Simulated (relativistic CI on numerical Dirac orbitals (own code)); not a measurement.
# Os²⁺: O2,3 absorption edge

Computed with this model: Dirac-Coulomb-Breit CI, KLI orbitals optimised for each configuration, a model potential for QED, valence Slater integrals scaled by 0.8, multiplet model of core-to-valence dipole absorption; configurations [Xe] 4f14 5d6 → [Kr] 4d10 4f14 5s2 5p5 5d7; 300 K; Lorentzian 1 eV and Gaussian 0.3 eV FWHM. Energies are those of the free ion, without screening or charge transfer. The branching ratio is the share of the lower-energy edge in the whole absorption, uncertain by about 0.02 where the edges overlap. S is read from ⟨S²⟩ = S(S + 1).

Field parameters in Wybourne normalisation: Oh B⁴₀ = 21Dq, B⁴₄ = √(5/14) B⁴₀. The field is a parameter set, without covalency.

Computed curve for free ion, scaled to 100 at the maximum (points under 2 are left out and the grid is thinned):

(Energy (eV), Intensity): (40.25, 2.0), (40.50, 2.2), (41.00, 2.8), (41.25, 3.1), (41.50, 3.5), (42.00, 4.8), (42.25, 5.8), (42.75, 9.2), (43.00, 12.3), (43.25, 17.5), (43.75, 33.7), (44.00, 41.3), (44.25, 47.6), (44.75, 39.5), (45.00, 35.0), (45.50, 45.6), (45.75, 60.8), (46.00, 73.6), (46.50, 74.1), (46.75, 83.0), (47.00, 97.4), (47.50, 88.3), (47.75, 69.5), (48.25, 39.5), (48.50, 34.8), (48.75, 33.9), (49.25, 37.1), (49.50, 37.0), (49.75, 35.1), (50.25, 27.2), (50.50, 25.0), (51.00, 32.1), (51.25, 37.1), (51.50, 33.6), (52.00, 18.6), (52.25, 14.4), (52.50, 11.0), (53.00, 6.6), (53.25, 5.4), (53.75, 4.1), (54.00, 3.7), (54.25, 3.2), (54.75, 2.4), (55.00, 2.2), (57.75, 2.2), (58.25, 3.4), (58.50, 4.7), (59.00, 7.3), (59.25, 8.3), (59.50, 9.4), (60.00, 11.0), (60.25, 10.0), (60.50, 7.5), (61.00, 3.9), (61.25, 3.4), (61.75, 3.5), (62.00, 3.2), (62.25, 2.7), (62.75, 2.5), (63.00, 2.3)

The ground state has S = 1.89, and the centroid lies at 48.15 eV.
